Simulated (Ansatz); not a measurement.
System: trifluorosilane, sum formula SiHF₃ (charge 0, singlet). 
Structure (B3LYP-D3(BJ)/def2-TZVP (Ansatz, a first-principles code) minimum search):
```
Si
F 1 1.5787
F 1 1.5787 2 108.26
F 1 1.5787 2 108.26 3 -117.16
H 1 1.4565 2 110.65 3 121.42
```
Charge 0, spin multiplicity 1.

Basis-set convergence of Hartree-Fock and MP2 correlation energies (hartree) with Ansatz. Correlated levels leave the core frozen unless marked. No spin-orbit coupling. No relativistic terms.

| basis | functions | E(HF) | E(corr, MP2) |
|---|---|---|---|
| aug-cc-pV(D+d)Z | 110 | -588.07999 | -0.71041 |
| aug-cc-pV(T+d)Z | 216 | -588.19135 | -0.89227 |
| aug-cc-pV(Q+d)Z | 375 | -588.21918 | -0.96169 |

Extrapolating the two largest sets (X = 3 and 4) as X^-3: E(corr) = (64·(-0.96169) - 27·(-0.89227))/37 = -1.0123 Eh, an estimate of the basis-set limit. The largest set recovers 95.0 % of it, the smallest 70.2 %.
